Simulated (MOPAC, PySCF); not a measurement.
C2H6OSi, SMILES `C/C=[SiH]/O` (C–Si–O–H torsion 0°), neutral singlet in the gas phase. 

Cartesian coordinates (Å):
SMILES: [SiH](/O)=C\C
```xyz
10

C     -1.6249    -0.0306    -0.1646
C     -0.1852    -0.4766    -0.1369
Si     1.1336     0.5247     0.2404
O      2.7191     0.1031     0.2884
H     -2.0709    -0.1723    -1.1541
H     -1.7330     1.0265     0.0889
H     -2.2351    -0.5968     0.5462
H     -0.0029    -1.5193    -0.3796
H      1.0432     1.9476     0.5869
H      2.9562    -0.8061     0.0845
```
Charge 0, spin multiplicity 1.

All levels are single points at this geometry (B3LYP-D3(BJ)/def2-TZVP); Pople sets use spherical d functions. Orbital energies aren't observables, and empty levels follow the basis.

```tsv
level	HOMO (eV)	LUMO (eV)	gap (eV)	dipole (D)	vertical IE, Delta-SCF (eV)
B3LYP-D3(BJ)/def2-TZVP in PySCF	-5.56	-0.39	5.18	0.94	7.81
PBE-D3(BJ)/def2-TZVP in PySCF	-4.75	-1.02	3.73	0.98	7.77
B3LYP/3-21G in PySCF	-5.28	0.18	5.46	1.23	–
B3LYP/6-311+G** in PySCF	-5.64	-0.69	4.95	0.85	–
B3LYP/LANL2DZ in PySCF	-5.66	-0.31	5.35	1.31	–
M06-2X/6-31G* in PySCF	-6.60	1.02	7.62	1.01	–
HF/STO-3G in PySCF	-5.04	7.93	12.97	0.70	–
PM6 in MOPAC	-7.67	-0.56	7.11	1.27	–
PM7 in MOPAC	-8.96	-0.73	8.23	2.87	–
```
